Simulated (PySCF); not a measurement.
C2H8BO2P.
SMILES with atom numbers: `[CH3:1][CH2:2][O:3][B:4]([OH:5])[PH2:6]` (hydrogens: H7, H8, H9 on C1; H10, H11 on C2; H12 on O5; H13, H14 on P6)

Vertical excitations from PySCF (density fitting, frozen core in the response, grid level 2 and gas phase unless stated; continuum runs use non-equilibrium linear response for the excitations) on a GFN2-xTB geometry. Reference run:

| settings | S1, eV (f) | S2, eV (f) | S3, eV (f) | S4, eV (f) | S5, eV (f) | S6, eV (f) | T1, eV (Tamm–Dancoff) | mean α (au) |
| --- | --- | --- | --- | --- | --- | --- | --- | --- |
| PBE0/def2-SVPD, full TDDFT, 6 singlets | 6.28 (0.013) | 6.56 (0.076) | 7.13 (0.122) | 7.35 (0.039) | 7.73 (0.009) | 7.78 (0.005) | 5.52 | 73.2 |

Q: What do these settings give: (1) X3LYP/IGLO-II, IEF-PCM cyclohexane, full TDDFT, 6 singlets; (2) mPW1PW91/def2-SVPD, full TDDFT, 1 singlet?

A: 
```
                                                  settings    S1, eV (f)    S2, eV (f)    S3, eV (f)    S4, eV (f)    S5, eV (f)    S6, eV (f)  T1, eV (Tamm–Dancoff)  mean α (au)
X3LYP/IGLO-II, IEF-PCM cyclohexane, full TDDFT, 6 singlets  6.43 (0.021)  6.88 (0.056)  7.35 (0.172)  7.65 (0.076)  7.94 (0.067)  8.10 (0.087)                   5.65         73.3
                 mPW1PW91/def2-SVPD, full TDDFT, 1 singlet  6.29 (0.014)             –             –             –             –             –                   5.53         72.8
```

(1) S1 moves by +0.15 eV; functional, basis and environment change together, so the shift can't be laid on one. (2) S1 moves by +0.01 eV (mPW1PW91 has 25 % exact exchange, PBE0 25 % exact exchange). States are counted by energy in each run and needn't keep their character from row to row.

Q: Give the leading configurations of S1 (H = HOMO, L = LUMO) and the HOMO–LUMO gap of each run.

A: 
```csv
settings,S1 configurations (weight),S1 (eV),orbital gap (eV),S1 − gap (eV)
"PBE0/def2-SVPD, full TDDFT, 6 singlets","H→L 0.69, H→L+1 0.28",6.28,7.43,-1.15
"X3LYP/IGLO-II, IEF-PCM cyclohexane, full TDDFT, 6 singlets",H→L 0.90,6.43,7.62,-1.19
"mPW1PW91/def2-SVPD, full TDDFT, 1 singlet","H→L 0.70, H→L+1 0.27",6.29,7.38,-1.09
```

The species at its GFN2-xTB geometry (one conformer only).

The values belong to the conformer `[CH3:1][CH2:2][O:3][B:4]([OH:5])[PH2:6]`: C1–C2–O3–B4 -85°, C2–O3–B4–O5 175°, H–O5–B4–O3 -1°, H–P6–B4–O3 -160°, H–P6–B4–O3 -66°.
